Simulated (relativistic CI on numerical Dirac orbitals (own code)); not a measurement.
# What each ingredient does to the levels of Hf LXII

Base calculation: Dirac-Coulomb-Breit CI, KLI orbitals optimised for each configuration, QED by a radiative potential, unscaled Slater integrals.

Configuration list (outside the closed core [Ne]): 3s, 3p, 3d, 4s, 4p, 4d, 4f, 5s, 5p, 5d, 5f, 5g, 6s, 6p, 6d, 7s, 7p. Levels of other configurations are missing.

Variants: (1) QED terms removed; (2) Breit term removed. Shifts of the energy above 3s 2S_1/2, in eV, for the lowest level and the first level of each name with at least 55 % of one term (blank where a level changes its place among those of its configuration and J or its character, or is not in the variant):

```csv
Level,Base,Δ(1),Δ(2)
3s 2S_1/2,0.00,0.00,0.00
3p 2P°_1/2,153.10,+4.38,-3.80
3p 2P°_3/2,481.49,+4.02,-0.04
3d 2D_3/2,662.17,+4.81,+1.26
3d 2D_5/2,736.99,+4.62,+3.49
4s 2S_1/2,3042.16,+2.77,+3.38
4p 2P°_1/2,3105.42,+4.55,+1.86
4p 2P°_3/2,3239.83,+4.40,+3.32
4d 2D_3/2,3308.38,+4.72,+3.98
4d 2D_5/2,3340.73,+4.63,+4.81
4f 2F°_5/2,3376.75,+4.70,+5.38
4f 2F°_7/2,3390.94,+4.66,+5.50
5s 2S_1/2,4395.94,+3.72,+4.48
5p 2P°_1/2,4427.71,+4.61,+3.73
5p 2P°_3/2,4495.30,+4.53,+4.45
5d 2D_3/2,4528.84,+4.69,+4.80
5d 2D_5/2,4545.52,+4.65,+5.19
5f 2F°_5/2,4563.36,+4.68,+5.43
5f 2F°_7/2,4570.65,+4.66,+5.52
5g 2G_7/2,4573.12,+4.67,+5.53
5g 2G_9/2,4577.45,+4.66,+5.53
6s 2S_1/2,5113.42,+4.13,+4.95
```

At this charge energies of transitions that change n are usually good to better than 1 %, and those within a shell (Δn = 0) to a few per cent.

Ionisation energy from the two ground configurations alone: base 6673.8 eV; QED terms removed 6678.48 eV; Breit term removed 6679.36 eV. The NIST ASD value (theoretical) is 6674 eV.
